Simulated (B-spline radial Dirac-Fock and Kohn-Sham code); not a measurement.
Binding energies of Pd⁺ at several levels of theory

System: the Pd⁺ ion, [Kr] 4d9.

The density-functional columns are spherical, spin-unpolarised Dirac-Kohn-Sham results without Breit or QED terms: −ε is minus the orbital energy of the initial state and ΔSCF the difference of two total energies. The reference in the last column comes from Dirac-Fock energy differences between relaxed states, corrected for Breit and QED terms. All numbers are from a B-spline atomic structure program, in eV; a selection of levels is shown. For the 1s level of heavy atoms much of the gap between ΔSCF and the reference is the Breit and QED part, -73.1 eV here; for other levels the error of the functional can be larger.

```
level   LDA −ε  LDA ΔSCF   PBE −ε  PBE ΔSCF  Dirac-Fock
    K  24132.4   24434.6  24162.9   24466.1     24368.6
   L1   3533.2    3584.5   3536.7    3587.7      3629.4
   L2   3280.2    3344.3   3281.3    3345.3      3350.3
   L3   3121.0    3181.8   3121.9    3182.6      3193.2
   M1    645.9     662.8    647.0     663.8       691.7
   M2    545.9     563.2    546.2     563.4       581.2
   M3    518.2     535.0    518.4     535.2       553.1
   M4    340.4     358.7    339.9     358.2       358.9
   N1    96.74     104.4    96.62     104.3       112.1
   N2    65.72     73.12    65.50     72.91       76.51
   N3    61.20     68.49    61.05     68.35       72.11
 N4,5    14.89     21.09    14.62     20.82       18.65
```

Question: Order the estimates of the K (1s) level by their distance from the Dirac-Fock value, nearest first.
A. PBE −ε
B. LDA −ε
C. LDA ΔSCF
D. PBE ΔSCF

Answer: C (66.0 eV), D (97.5 eV), A (205.7 eV), B (236.3 eV).

Values without a named source are computed, but for edge energies of neutral atoms, which are taken from tables.
